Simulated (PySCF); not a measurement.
# Bond lengths and vibrations by method: BFH3OSi

All numbers below are calculated, not measured. The program is PySCF 2.14.0, an open-source quantum chemistry code, run on an isolated molecule that a program drew, which may never have been made. The molecule is BFH3OSi (charge 0, doublet), drawn as the SMILES string `OB[SiH]F`.

The geometry was optimised and harmonic frequencies were computed with HF and MP2, all in the cc-pV(D+d)Z basis, for the commonest isotopes, with a restricted reference for singlets and an unrestricted one otherwise, and a frozen core in MP2. Each result is a local minimum of its method.

Geometry at the HF minimum:
```xyz
7
BFH3OSi, angstrom
O     2.1080    0.6755   -0.3302
B     1.7922    0.4881    0.9639
Si    0.0360   -0.4014    1.4782
F    -0.8765   -0.4959    0.1222
H     1.4342    0.4194   -0.9447
H     2.6098    0.8107    1.7806
H    -0.7865    0.2585    2.5174
```

Lengths of the bonds as drawn, in Å (atoms numbered as above):
| bond | HF | MP2 |
|---|---|---|
| O1-B2 | 1.345 | 1.363 |
| B2-Si3 | 2.035 | 2.022 |
| Si3-F4 | 1.637 | 1.659 |
| O1-H5 | 0.947 | 0.971 |
| B2-H6 | 1.200 | 1.206 |
| Si3-H7 | 1.480 | 1.485 |

Rotational constants, in GHz:
| constant | HF | MP2 |
|---|---|---|
| A | 11.55 | 11.14 |
| B | 3.765 | 3.889 |
| C | 2.876 | 2.918 |

Harmonic frequencies in cm^-1, each column in rising order, so a row needn't be the same motion in every method:
| rank | HF | MP2 |
|---|---|---|
| 1 | 85 | 68 |
| 2 | 157 | ? |
| 3 | 402 | 376 |
| 4 | 494 | 458 |
| 5 | 597 | 592 |
| 6 | 702 | 684 |
| 7 | 823 | 783 |
| 8 | 882 | 851 |
| 9 | 914 | 899 |
| 10 | 1074 | 1016 |
| 11 | 1256 | 1211 |
| 12 | 1392 | 1330 |
| 13 | 2308 | 2267 |
| 14 | 2710 | 2671 |
| 15 | 4132 | 3807 |

**Estimate the missing MP2 frequency from the HF column.**

A single factor s that minimises the squared misfit of MP2 against s times HF over the other rows is sum(HF x MP2) / sum(HF^2) = 0.9508, with an rms misfit of 47 cm^-1. For rank 2 it gives 0.9508 x 157 = 149 cm^-1. The calculation gives 165 cm^-1, 16 cm^-1 above the estimate. The drawn bonds are on average 0.9 % longer in MP2 than in HF.
